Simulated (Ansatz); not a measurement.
O2 (SMILES O=O): geometry of the low-spin state from B3LYP-D3(BJ)/def2-TZVP.
(charge 0, multiplicity 1):
```xyz
2

O      0.0000     0.0000    -0.6023
O      0.0000     0.0000     0.6023
```
The high-spin state stands at its own minimum; R- takes a restricted low-spin state.

The values were computed with Ansatz (Gaussian basis) for Hartree–Fock, density functionals and correlated methods. Each number belongs to the level named beside it.

The gap E(multiplicity 1) − E(multiplicity 3) (kcal/mol) and the share of exact exchange:

```json
[
 {"functional": "R-PBE/def2-TZVPP", "exact exchange (%)": "0", "value": "37.97"},
 {"functional": "R-PBE0/def2-TZVPP", "exact exchange (%)": "25", "value": "41.00"},
 {"functional": "R-B3LYP/def2-TZVPP", "exact exchange (%)": "20", "value": "38.68"},
 {"functional": "R-BHLYP/def2-TZVPP", "exact exchange (%)": "50", "value": "42.67"},
 {"functional": "R-r2SCAN/def2-TZVPP", "exact exchange (%)": "0", "value": "44.64"}
]
```

### Question
Take the value as linear in the share of exact exchange along PBE and PBE0. Give the slope, say whether the sign turns, and set the other functionals against that line.

### Answer

Slope: (41.00 − (37.97))/2.5 = 1.21 kcal/mol for each 10 %. The line keeps its sign from 0 to 100 %. At 50 % it gives 44.0 kcal/mol. From B3LYP to BHLYP the slope is (42.67 − (38.68))/3 = 1.33 for each 10 %. BHLYP, at 50 %, lies -1.4 from the PBE line. B3LYP, at 20 %, lies -1.7 from the PBE line. r2SCAN, with none, stands 6.7 from PBE.

Doubts at one or more of the structures used: a restricted determinant that unrestricted orbitals would lower (R-PBE/def2-TZVPP, R-PBE0/def2-TZVPP, R-B3LYP/def2-TZVPP, R-BHLYP/def2-TZVPP, R-r2SCAN/def2-TZVPP).

Ansatz is a quantum-chemistry and plane-wave program.
